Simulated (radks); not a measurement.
Values are calculated unless marked as measured or tabulated.
Problem. Ionisation of the vanadium ion V3+, [Ar] 3d2, to V4+, [Ar] 3d1, under several functionals. Scalar-relativistic Kohn-Sham, spin-unpolarised, spherical densities, finite nucleus; a radial shooting solver on a logarithmic mesh with Libxc functionals. Known Delta-SCF values: SCAN 45.255 eV; MS2 meta-GGA 45.089 eV. What does TASK exchange with Perdew-Wang LDA correlation give, and what is its highest occupied eigenvalue?

Solution. 44.827 eV by Delta-SCF; the 3d eigenvalue is -35.921 eV. NIST: 46.709 eV (measured).

Beside tabulated values, note that spin-unpolarised runs miss the spin-polarisation part of the exchange energy of open shells.
